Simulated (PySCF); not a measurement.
RbLi: script and output

Input:

```python
from pyscf import gto, scf, mp

mol = gto.M(
    atom='Rb 0 0 0; Li 0 0 3.011',
    basis='def2-tzvp',
    ecp={'Rb': 'def2-tzvp'},
    charge=0,
    spin=0,
    verbose=4,
)
mf = scf.RHF(mol)
mf.kernel()
mp.MP2(mf).kernel()
mf.dip_moment()
print('orbital energies (hartree):', mf.mo_energy[..., max(0, mol.nelec[1]-3):mol.nelec[0]+3].round(4))
```

```bash
$ OMP_NUM_THREADS=1 python input.py
```

The log (some set-up lines and the per-cycle HOMO/LUMO lines with their warnings removed):

```
PySCF version 2.14.0

[INPUT] verbose = 4
[INPUT] num. atoms = 2
[INPUT] num. electrons = 12
[INPUT] charge = 0
[INPUT] spin (= nelec alpha-beta = 2S) = 0
[INPUT] symmetry False subgroup None
[INPUT] Mole.unit = angstrom
[INPUT] Symbol           X                Y                Z      unit          X                Y                Z       unit  Magmom
[INPUT]  1 Rb     0.000000000000   0.000000000000   0.000000000000 AA    0.000000000000   0.000000000000   0.000000000000 Bohr   0.0
[INPUT]  2 Li     0.000000000000   0.000000000000   3.011000000000 AA    0.000000000000   0.000000000000   5.689965361065 Bohr   0.0

nuclear repulsion = 4.74519584684158
number of shells = 21
number of NR pGTOs = 63
number of NR cGTOs = 47
basis = def2-tzvp
ecp = {'Rb': 'def2-tzvp'}

******** <class 'pyscf.scf.hf.RHF'> ********
method = RHF
initial guess = minao
damping factor = 0
level_shift factor = 0
DIIS = <class 'pyscf.scf.diis.CDIIS'>
diis_start_cycle = 1
diis_space = 8
diis_damp = 0
SCF conv_tol = 1e-09
SCF conv_tol_grad = None
SCF max_cycles = 50
direct_scf = True
direct_scf_tol = 1e-13
Set gradient conv threshold to 3.16228e-05
Initial guess from minao.
init E= -28.4312756381518
cycle= 1 E= -31.2095389461705  delta_E= -2.78  |g|= 0.338  |ddm|=  2.2
cycle= 2 E= -31.2240078125247  delta_E= -0.0145  |g|= 0.0305  |ddm|= 0.594
cycle= 3 E= -31.2245117578918  delta_E= -0.000504  |g|= 0.00616  |ddm|= 0.147
cycle= 4 E= -31.224584692986  delta_E= -7.29e-05  |g|= 0.00242  |ddm|= 0.0501
cycle= 5 E= -31.2246035836663  delta_E= -1.89e-05  |g|= 0.000587  |ddm|= 0.0334
cycle= 6 E= -31.2246044266741  delta_E= -8.43e-07  |g|= 0.000105  |ddm|= 0.00784
cycle= 7 E= -31.2246044561996  delta_E= -2.95e-08  |g|= 3.6e-05  |ddm|= 0.00178
cycle= 8 E= -31.2246044590948  delta_E= -2.9e-09  |g|= 3.02e-06  |ddm|= 0.000529
cycle= 9 E= -31.2246044591137  delta_E= -1.9e-11  |g|= 5.99e-07  |ddm|= 5.41e-05
Extra cycle  E= -31.2246044591143  delta_E= -5.61e-13  |g|= 1.98e-07  |ddm|= 1.07e-05
converged SCF energy = -31.2246044591143

******** <class 'pyscf.mp.mp2.RMP2'> ********
nocc = 6, nmo = 47
E(RMP2) = -31.3426434507149  E_corr = -0.118038991600571
E(SCS-RMP2) = -31.3469583876086  E_corr = -0.122353928494326
E_corr(same-spin) = -0.0222609939534903
E_corr(oppo-spin) = -0.0957779976470802
Dipole moment(X, Y, Z, Debye):  0.00000, -0.00000, -4.45222
orbital energies (hartree): [-0.8104 -0.8104 -0.1539  0.0028  0.0205  0.0205]
```

In short: E(SCF) = -31.224604 Eh, 9 cycles, E(MP2) − E(SCF) = -0.11804 Eh, μz(SCF) = -4.45 D.

It ran on Intel Xeon 6975P-C (1 thread, shared host) in 1.3 s, peak memory 0.11 GiB.

Stability towards an unrestricted solution was not tested. The bond length is a typed value, not an optimised one.
